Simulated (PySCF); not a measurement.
Structure problem from calculated spectra and properties.

Formula: C8H11P.

* UV, strongest line: among the 10 lowest singlet transitions: S8 at 6.70 eV (185 nm, f = 0.444) [TDDFT PBE0/def2-SVPD]
* 1H NMR: chemical shifts (computed TMS as zero) by class: 7.48 (2 H), 7.13 (2 H), 4.16 (1 H), 2.35 (3 H), 1.17 (3 H) ppm [GIAO B3LYP/pcSseg-1]
* Polarisability: 122.8 au [PBE0/def2-SVPD]
* Rotational structure: rotational constants A, B, C: 3.785, 0.716, 0.665 GHz [PBE0-D3(BJ)/def2-SVP]
* Triplet: lowest triplet excitation (Tamm–Dancoff): 3.87 eV [TDA PBE0/def2-SVPD]
* Dipole: 1.70 D [PBE0/def2-SVPD]
* NMR, other nuclei: isotropic shieldings of nuclei other than C and H, by class: 365 (1 P) ppm [GIAO B3LYP/pcSseg-1]
* 13C NMR: chemical shifts (computed TMS as zero) by class: 144.7 (1 C), 143.6 (1 C), 141.4 (2 C), 135.0 (2 C), 23.4 (1 C), 15.1 (1 C) ppm [GIAO B3LYP/pcSseg-1]
* UV, first state: lowest singlet excitation: 5.02 eV (247 nm, f = 0.070) [TDDFT PBE0/def2-SVPD]

The electronic properties come from PySCF, for the isolated species, density fitting. Levels stand in brackets. Isolated species at its PBE0-D3(BJ)/def2-SVP geometry (one conformer only). NMR values are class means; diastereotopic atoms form classes of their own.

Task: What is the compound? Reason from the data.

Result: Numbering: `[CH3:1][PH:2][c:3]1[cH:4][cH:5][c:6]([CH3:7])[cH:8][cH:9]1`. 8 carbons fall into 6 classes; from least to most shielded: substituted aromatic carbon [C6] (144.7 ppm), substituted aromatic carbon [C3] (143.6 ppm), aromatic CH carbon [C4/C9] (141.4 ppm, 2 C), aromatic CH carbon [C5/C8] (135.0 ppm, 2 C), benzylic-type carbon [C7] (23.4 ppm), chain sp3 carbon bound to phosphorus [C1] (15.1 ppm). Hydrogen classes from least to most shielded: 2 H on 2 aromatic CH carbons, C4/C9 (7.48 ppm), 2 H on 2 aromatic CH carbons, C5/C8 (7.13 ppm), 1 H on a phosphine phosphorus, P2 (4.16 ppm), 3 H on a benzylic-type carbon, C7 (2.35 ppm), 3 H on an sp3 carbon bound to phosphorus, C1 (1.17 ppm). The other shieldings belong to: 365 ppm, phosphine phosphorus [P2]. S1 is mainly HOMO→LUMO (weight 0.73); the largest Löwdin shares of the orbital it empties are 0.43 on the phosphine phosphorus, 0.13 on a substituted aromatic carbon, 0.10 on the sp3 carbon bound to phosphorus and 0.08 on a substituted aromatic carbon, of the orbital it fills 0.18 on each of 2 atoms of one kind (substituted aromatic carbon), 0.14 on an aromatic CH carbon and 0.11 on an aromatic CH carbon. The optimised geometry has point group C1 and is an asymmetric top. Structure: `CPc1ccc(C)cc1`. Computed isomers that give other values at the same levels: `Cc1cpcc(C)c1C` (rotational constant A: 1.691 GHz; this holds for the one conformer computed); `C=CP1C=CC(C)C=C1` (13C chemical shifts (computed TMS as zero) by class: 150.8 (1 C), 144.6 (2 C), 139.4 (1 C), 133.7 (2 C), 37.9 (1 C), 24.6 (1 C) ppm); `CC=C=PC1=CCCC1` (rotational constant A: 2.859 GHz; this holds for the one conformer computed). The assignments are read from this structure; whether some other isomer fits the data as well wasn't checked.

The values belong to the conformer `[CH3:1][PH:2][c:3]1[cH:4][cH:5][c:6]([CH3:7])[cH:8][cH:9]1`: C1–P2–C3–C4 79°.
